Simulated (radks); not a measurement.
Spherical quantum dot in the effective-mass picture: electrons in a hard-walled sphere of radius 1.81, with a point charge +1 (a donor) at the centre, all in effective atomic units (hartree* = m*/eps^2 hartree, bohr* = eps/m* bohr), one dielectric constant everywhere. Method: non-relativistic Kohn-Sham, LDA (Slater exchange, Perdew-Wang correlation), spin-polarised, spherical densities; computed with a radial shooting solver with Libxc functionals. Levels are named by radial order and angular momentum (1s, 1p, 1d, 2s, ...), and open shells are averaged over m. Each electron was tried in the lowest free levels, single moves between levels near the top were tried too, and the lowest total energy was kept; such a search can miss a lower state. At N = 1 the Hartree and exchange-correlation terms need not cancel, so that row can carry a self-interaction error.

N        open shells  2S  E (hartree*)  addition energy mu(N+1) - mu(N) (hartree*)  e(HOMO) (hartree*)  rms radius (bohr*)
1   1s(up 1, down 0)   1     0.0756958                                       1.037             0.47374              0.8656
2               none   0       1.18815                                       2.568              1.5067              0.8998
3   1p(up 1, down 0)   1       4.86812                                      0.7171              4.0327              0.9842
4   1p(up 2, down 0)   2       9.26518                                      0.7387              4.7645               1.028
5   1p(up 3, down 0)   3       14.4010                                      0.9603              5.5082               1.056
6   1p(up 3, down 1)   2       20.4970                                      0.7046              6.4440               1.078
7   1p(up 3, down 2)   1       27.2977                                      0.7222              7.1600               1.094
8               none   0       34.8206                                       2.551              7.8868               1.108
9   1d(up 1, down 0)   1       44.8943                                      0.6888              10.417               1.128
10  1d(up 2, down 0)   2       55.6568                                      0.6934              11.109               1.144
11  1d(up 3, down 0)   3       67.1128                                      0.6961              11.804               1.158
12  1d(up 4, down 0)   4       79.2649                                      0.6978              12.501               1.169
13  1d(up 5, down 0)   5       92.1148                                      0.8987              13.199               1.179
14  1d(up 5, down 1)   4       105.863                                      0.6797              14.088               1.189
15  1d(up 5, down 2)   3       120.292                                      0.6840              14.770               1.197
16  1d(up 5, down 3)   2       135.404                                      0.6867              15.455               1.204
17  1d(up 5, down 4)   1       151.203                                      0.6885              16.143               1.211
18              none   0       167.691                                       1.826              16.832               1.217
19  2s(up 1, down 0)   1       186.004                                       1.067              18.762               1.213
20              none   0       205.384                                       1.353              19.835               1.208
21  1f(up 1, down 0)   1       226.117                                      0.6687              21.067               1.216
22  1f(up 2, down 0)   2       247.519                                      0.6698              21.737               1.223
23  1f(up 3, down 0)   3       269.590                                      0.6706              22.407               1.230
24  1f(up 4, down 0)   4       292.333                                      0.6711              23.078               1.236
25  1f(up 5, down 0)   5       315.746                                      0.6715              23.749               1.241
26  1f(up 6, down 0)   6       339.831                                      0.6717              24.421               1.247
27  1f(up 7, down 0)   7       364.587                                      0.8542              25.092               1.252
28  1f(up 7, down 1)   6       390.198                                      0.6626              25.942               1.257
29  1f(up 7, down 2)   5       416.471                                      0.6637              26.605               1.261
30  1f(up 7, down 3)   4       443.408                                      0.6645              27.269               1.265
31  1f(up 7, down 4)   3       471.009                                      0.6652              27.934               1.269
32  1f(up 7, down 5)   2       499.276                                      0.6656              28.599               1.273
33  1f(up 7, down 6)   1       528.208                                      0.6659              29.265               1.277
34              none   0       557.806                                       3.089              29.931               1.280
35  1g(up 1, down 0)   1       590.493                                      0.6546              33.014               1.285
36  1g(up 2, down 0)   2       623.834                                      0.6549              33.669               1.288
37  1g(up 3, down 0)   3       657.830                                      0.6552              34.324               1.292
38  1g(up 4, down 0)   4       692.482                                      0.6555              34.979               1.296
39  1g(up 5, down 0)   5       727.788                                      0.6557              35.635               1.299
40  1g(up 6, down 0)   6       763.751                                      0.6558              36.290               1.303
41  1g(up 7, down 0)   7       800.369                                      0.6559              36.946               1.306
42  1g(up 8, down 0)   8       837.643                                      0.6559              37.602               1.309
43  1g(up 9, down 0)   9       875.574                                      0.8315              38.258               1.312
44  1g(up 9, down 1)   8       914.335                                           -              39.087               1.314

All shells are closed at N = 2, 8, 18, 20, 34 (there: 1s2 1p6 1d10 2s2 1f14); the second difference of the energy has clear peaks (12 % above both neighbours; the first and last values, which can be the largest, are not judged, and half-filled shells can peak too) at N = 2, 5, 8, 13, 18, 20, 27, 34.
